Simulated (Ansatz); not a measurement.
Reaction (SMILES): OBO -> [O]BO + H atom (the H-O bond at the site shown breaks; other sites are not compared here)
Each molecule is optimised on its own at B3LYP-D3(BJ)/def2-TZVP (Ansatz, a quantum-chemistry and plane-wave program), one conformer each, not searched for the lowest. Frequencies are from Ansatz.

Quantity: bond dissociation energy (enthalpy at 298 K, with B3LYP-D3(BJ) rigid-rotor harmonic-oscillator terms), in kcal/mol. Cores are frozen in the correlated levels unless marked. UHF or UKS for open shells. No spin-orbit coupling. Non-relativistic. CBS(X,Y): correlation extrapolated as X^-3; Hartree-Fock from the larger set.

```tsv
level	program	bond dissociation energy (kcal/mol)
HF/aug-cc-pVQZ	Ansatz	80.6
RI-MP2/aug-cc-pVTZ	Ansatz	118.9
```

What does CCSD(T)/CBS(cc-pVTZ,cc-pVQZ) (Ansatz) give?

115.2 kcal/mol, so RI-MP2/aug-cc-pVTZ differs from it by 3.7 kcal/mol.
